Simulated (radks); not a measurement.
Problem. These are the eigenvalues of the occupied orbitals of an atom or ion with whole-number occupations (hartree). Calculated with a radial shooting solver on a logarithmic mesh with Libxc functionals: non-relativistic Kohn-Sham, exchange-only PBE, spin-polarised, spherical densities, point nucleus.

| orbital | eigenvalue |
|---|---|
| 1s | -2756.949 |
| 2s | -461.4988 |
| 2p | -443.9342 |
| 3s | -108.6100 |
| 3p | -100.3032 |
| 3d | -84.80316 |
| 4s | -23.21537 |
| 4p | -19.61139 |
| 4d | -12.97638 |
| 4f | -4.05171 |
| 5s | -3.37818 |
| 5p | -2.21624 |
| 5d | -0.40849 |
| 6s | -0.17073 |

Which element is it, and in what charge state? The configuration may be excited. Open shells, if any, are filled with parallel spins first.

Solution. Z = 80, mercury, charge 0: Hg in [Hg]. The list shows which subshells hold electrons but not how many an open one holds; the 1s level, -2756.9 hartree, gives Z - s = 74.3 by -(Z - s)^2/2, which with screening narrows Z to a few neighbours, and the depths of the outer levels then fix element, charge and occupations together.
